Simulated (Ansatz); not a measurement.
One change: `NC#[C][SnH2][OH]` becomes `NC#C[SiH2][SiH3]`.

Ansatz, PBE0-D4/def2-TZVP geometries, multiplicity 1. Each molecule was computed in one conformer, which needn't be the lowest.

Elements past krypton have def2 core potentials.

```tsv
property	`NC#[C][SnH2][OH]`
HOMO–LUMO gap (ωB97M-V/def2-TZVPP) / eV	10.24
HOMO energy (B3LYP/def2-TZVPP) / eV	-6.50
size of the dipole moment (ωB97M-V/def2-TZVPP) / D	3.91
HOMO–LUMO gap (PBE0/def2-TZVPP) / eV	6.54
HOMO energy (PBE/def2-TZVPP) / eV	-5.53
size of the dipole moment (B3LYP/def2-TZVPP) / D	3.96
```

(1) What does the change do to each property? (An estimate is asked.)

Answers

(1) Computed: 
```tsv
property	`NC#C[SiH2][SiH3]`	shift
HOMO–LUMO gap (ωB97M-V/def2-TZVPP) / eV	10.69	0.45
HOMO energy (B3LYP/def2-TZVPP) / eV	-6.43	0.07
size of the dipole moment (ωB97M-V/def2-TZVPP) / D	2.99	-0.92
HOMO–LUMO gap (PBE0/def2-TZVPP) / eV	6.63	0.09
HOMO energy (PBE/def2-TZVPP) / eV	-5.47	0.06
size of the dipole moment (B3LYP/def2-TZVPP) / D	3.00	-0.96
```

With PBE0 the HOMO rises by 0.07 eV and the LUMO rises by 0.16 eV, so the gap widens by about 0.09 eV. PBE moves the HOMO by 0.06 eV and ωB97M-V by 0.08 eV. Dipoles are sizes alone; their direction can turn.

B3LYP here is the variant with VWN-RPA as its local correlation; programs differ in this.
